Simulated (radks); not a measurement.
The mean radii <r> (bohr) of the occupied orbitals of an atom or ion are listed with their occupations. Calculated with a radial shooting solver on a logarithmic mesh with Libxc functionals: non-relativistic Kohn-Sham, XLYP, spin-polarised, spherical densities, point nucleus.

| orbital | occ. | <r> |
|---|---|---|
| 1s up | 1 | 0.02762 |
| 1s down | 1 | 0.02762 |
| 2s up | 1 | 0.1187 |
| 2s down | 1 | 0.1187 |
| 2p up | 3 | 0.1010 |
| 2p down | 3 | 0.1010 |
| 3s up | 1 | 0.3132 |
| 3s down | 1 | 0.3132 |
| 3p up | 3 | 0.3034 |
| 3p down | 3 | 0.3033 |
| 3d up | 5 | 0.2739 |
| 3d down | 5 | 0.2739 |
| 4s up | 1 | 0.7240 |
| 4s down | 1 | 0.7238 |
| 4p up | 3 | 0.7514 |
| 4p down | 3 | 0.7507 |
| 4d up | 5 | 0.8291 |
| 4d down | 5 | 0.8259 |
| 5s up | 1 | 1.709 |
| 5s down | 1 | 1.712 |
| 5p up | 3 | 1.891 |
| 6s up | 1 | 3.621 |

Name the element and its charge. Open shells, if any, are filled with parallel spins first.

Answer. Z = 55, caesium, charge +3: Cs3+ in [Kr] 4d10 5s2 5p3 6s1. The 1s radius gives Z: for a bare nucleus <r> = 1.5/Z, 0.02727 bohr for Z = 55, and screening makes it slightly larger (0.02762 here). The occupations add up to 52, and the charge is Z minus that.
